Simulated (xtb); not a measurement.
SiH3Cl, SMILES [SiH3]Cl. All values are semi-empirical tight-binding results from xtb (GFN2-xTB unless named), good for trends rather than for accurate numbers. The structure is a stationary point at GFN2-xTB. The isomer is the one that the SMILES or the coordinates give; other isomers of the formula were not compared.

Computed properties:
```
Property                                          Result
-----------------------------------------  -------------
point group as xtb finds it                          C3v
orbital gap                                      6.09 eV
dipole moment                                     1.66 D
zero-point energy                          15.5 kcal/mol
G − E(el) at 298.15 K (modified RRHO)       0.4 kcal/mol
static polarisability (D4 model)              45.3 bohr³
solvation energy, GFN2-xTB/ALPB(water)      0.5 kcal/mol
solvation energy, GFN2-xTB/ALPB(methanol)  -1.2 kcal/mol
```
